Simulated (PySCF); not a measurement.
**TeBr₃⁺: from structure and modes to constants**

These are results of PySCF, PBE0, basis Te def2-TZVP with ECP28, Br def2-TZVP (scalar-relativistic core potentials, no spin–orbit coupling, density fitting), not measurements.

The singlet minimum has C3v symmetry. Masses (u): Te 129.90622, Br 78.91834.

```xyz
4
charge 1 multiplicity 1, angstrom
Te    0.0000    0.0000    0.7137
Br    2.1609    0.0000   -0.3913
Br   -1.0804    1.8714   -0.3913
Br   -1.0805   -1.8714   -0.3913
```

Harmonic wavenumbers (cm⁻¹): 84.7 (e, ×2), 110.5 (a1, ×1), 278.4 (a1, ×1), 281.2 (e, ×2).

Task: What is the harmonic zero-point energy?

Result: Half the sum of all 6 wavenumbers, 1121/2 = 560 cm⁻¹, which is 6.7 kJ/mol (1 cm⁻¹ = 0.0119627 kJ/mol).

Task: Find the vibrational entropy and heat capacity at 298.15 K.

Result: With u = 1.43878 ω/T, each mode gives S = R[u/(eᵘ−1) − ln(1−e⁻ᵘ)] and C = R u² eᵘ/(eᵘ−1)².
```tsv
ω (cm⁻¹)	u	S (J/(mol K))	C (J/(mol K))
84.7 (×2)	0.409	15.81	8.20
110.5	0.533	13.64	8.12
278.4	1.344	6.46	7.17
281.2 (×2)	1.357	6.39	7.15
```
The sums over all modes are S = 64.5 and C = 46.0 J/(mol K); the softest mode gives 25 % of the entropy (each member, where degenerate).

Task: Give the standard entropy (298.15 K, 1 bar) by its translational, rotational, vibrational and spin parts, and Cp.

Result: Sackur–Tetrode with M = 366.66 u gives 182.5; rotation with symmetry number 3 gives 122.4; vibration 64.5; spin R ln 1 = 0.0. The total is 369.4 J/(mol K), and Cp = 4 R + 46.0 = 79.2 J/(mol K).

This need not be the most stable arrangement of these atoms.
